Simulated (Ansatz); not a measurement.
`[F][Al]([Cl])[Cl]` + `N=C=O` → `O=C=[N][Al]([F])[Cl]` + HCl  (ligand exchange at the Al–Cl bond)

Computed with Ansatz on PBE0-D4/def2-TZVP structures; ΔE is electronic, products minus reactants. CCSD(T)/CBS is the MP2 limit (def2-TZVPP, def2-QZVPP) plus CCSD(T) − MP2 in def2-TZVPP, frozen cores. This one scheme is used for every species. DFT in def2-TZVPP. B3LYP here is the variant with VWN-RPA as its local correlation; programs differ in this. HSE06 is defined as in plane-wave codes. Each species was taken in one conformer, which may not be the lowest.

(1) Is it downhill or uphill in electronic energy at CCSD(T)/CBS, and by how much? (An estimate is asked.)

(2) What do these levels give: B3LYP-D4, r2SCAN0-D4, HSE06-D4, BHLYP-D4, CAM-B3LYP-D4, ωB97X-V, PBE-QIDH, PBE, CCSD/def2-SVP, CCSD(T)/def2-SVP, SCS-MP2/def2-TZVPP, HF/def2-QZVPP? (Best estimate.)

Largest T1 diagnostic among the species: 0.018.

Answers

(1) The calculation gave: Uphill: ΔE = +16.4 kJ/mol.

(2) The calculation gave: B3LYP-D4 14.3, r2SCAN0-D4 17.1, HSE06-D4 19.2, BHLYP-D4 11.4, CAM-B3LYP-D4 12.2, ωB97X-V 16.8, PBE-QIDH 16.1, PBE 23.4, CCSD/def2-SVP 7.8, CCSD(T)/def2-SVP 9.7, SCS-MP2/def2-TZVPP 11.1, HF/def2-QZVPP 7.9 kJ/mol.

From BLYP to BHLYP (50 % exact exchange), in def2-TZVPP and without D4, ΔE moves by −6.4 kJ/mol. At CCSD(T), def2-SVP lies −6.7 kJ/mol from the extrapolated value and def2-TZVPP −4.5 kJ/mol. In def2-TZVPP, CCSD(T) changes the Hartree–Fock value by +4.1 kJ/mol (the triples alone add +1.8 kJ/mol) and MP2 by +5.0 kJ/mol.
